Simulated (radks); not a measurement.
The numbers below are computed, except where a source is named.
Problem. Ar3+, configuration [He] 2s2 2p5 3s2 3p3 4f1 (not the ground configuration). Level of theory: Dirac Kohn-Sham, XLYP, spin-unpolarised, spherical densities, finite nucleus; open shells fill j = l - 1/2 first; Fermi nuclear charge, rms radius 3.4274 fm (a radial shooting solver on a logarithmic mesh with Libxc functionals). Some entries of the table are withheld. Estimate them.

| orbital | occ. | eigenvalue (Ry) | <r^2> (bohr^2) | <r> (bohr) |
|---|---|---|---|---|
| 1s1/2 | 2 | (1) | 0.009868 | 0.08566 |
| 2s1/2 | 2 | -28.20921 | 0.1943 | 0.4051 |
| 2p1/2 | 2 | (2) | 0.1629 | 0.3629 |
| 2p3/2 | 3 | (3) | 0.1647 | 0.3652 |
| 3s1/2 | 2 | -5.82216 | (4) | 1.206 |
| 3p1/2 | 2 | -4.63378 | 1.866 | 1.268 |
| 3p3/2 | 1 | -4.61068 | 1.881 | 1.273 |
| 4f5/2 | 1 | -0.86353 | 19.30 | 4.129 |
| 4f7/2 | 0 | -0.86349 | 19.31 | 4.130 |

Solution. 
(1) 1s1/2 eigenvalue (Ry): -237.3980
(2) 2p1/2 eigenvalue (Ry): -23.62192
(3) 2p3/2 eigenvalue (Ry): -23.44625
(4) 3s1/2 <r^2> (bohr^2): 1.665
